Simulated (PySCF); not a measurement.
Two species compared at the same levels of theory.

First species: C2H5FGeO.
SMILES: `C[C](=O)[GeH2][F]`

Second species: C2H9Ge2NS.
SMILES with atom numbers: `[CH3:1][C:2](=[S:3])[GeH2:4][NH:5][GeH3:6]` (hydrogens: H7, H8, H9 on C1; H10, H11 on Ge4; H12 on N5; H13, H14, H15 on Ge6)

Levels: wB97X-D/def2-SVPD for dipole moment, HOMO energy, LUMO energy, HOMO–LUMO gap, static isotropic polarisability and electronic spatial extent ⟨r²⟩ about the centre of nuclear charge; TDDFT wB97X-D/def2-SVPD for lowest singlet excitation; TDA wB97X-D/def2-SVPD for lowest triplet excitation (Tamm–Dancoff); ΔSCF wB97X-D/def2-SVPD for vertical ionisation energy; PBE0-D3(BJ)/def2-SVP for rotational constant A and rotational constant C. Geometries: PBE0-D3(BJ)/def2-SVP. Each species is one conformer at its optimised geometry, gas phase, non-relativistic unless stated. Electronic properties by PySCF.

Dipoles, sizes and rotational constants follow the conformer. The torsions of the flexible species, by atom-mapped SMILES:
- `[CH3:1][C:2](=[O:3])[GeH2:4][F:5]`: C1–C2–Ge4–F5 -1°
- `[CH3:1][C:2](=[S:3])[GeH2:4][NH:5][GeH3:6]`: C1–C2–Ge4–N5 72°, C2–Ge4–N5–Ge6 -89°

```
                                                         property   column X    column Y
                                                    dipole moment     0.57 D      2.17 D
                                                      HOMO energy   -9.17 eV    -8.03 eV
                                                      LUMO energy    0.35 eV    -0.64 eV
                                                    HOMO–LUMO gap    9.52 eV     7.39 eV
                                        lowest singlet excitation    3.69 eV     2.12 eV
                         lowest triplet excitation (Tamm–Dancoff)    3.10 eV     1.65 eV
                                  static isotropic polarisability    58.0 au    115.5 au
                                       vertical ionisation energy    9.51 eV     8.23 eV
electronic spatial extent ⟨r²⟩ about the centre of nuclear charge  679 bohr²  2126 bohr²
                                            rotational constant A  5.444 GHz   2.436 GHz
                                            rotational constant C  1.682 GHz   0.484 GHz
```

Problem. Which column belongs to which species?

Solution. Column X is the first species and column Y the second. The first has 10 atoms and 66 electrons, the second 15 and 108.

Problem. How does each property change from the first species to the second?

Solution. dipole moment +1.60 D; HOMO energy +1.14 eV; LUMO energy -0.99 eV; HOMO–LUMO gap -2.13 eV; lowest singlet excitation -1.57 eV; lowest triplet excitation (Tamm–Dancoff) -1.45 eV; static isotropic polarisability +57.5 au; vertical ionisation energy -1.28 eV; electronic spatial extent ⟨r²⟩ about the centre of nuclear charge +1447 bohr²; rotational constant A -3.008 GHz; rotational constant C -1.198 GHz.

On the first: The 10 singlets span 3.69 to 8.74 eV, and their oscillator strengths add up to 0.64. The dipole equals about 1.9 × 10⁻³⁰ C·m (1 D = 3.33564 × 10⁻³⁰ C·m). The calculation is non-relativistic and has no spin–orbit coupling, an omission that weighs most on germanium.

On the second: S1 lies 5.27 eV below the HOMO–LUMO gap; its leading configuration is HOMO→LUMO, weight 0.96. The ΔSCF ionisation energy exceeds −ε(HOMO) by 0.20 eV with wB97X-D. The calculation is non-relativistic and has no spin–orbit coupling, an omission that weighs most on germanium.
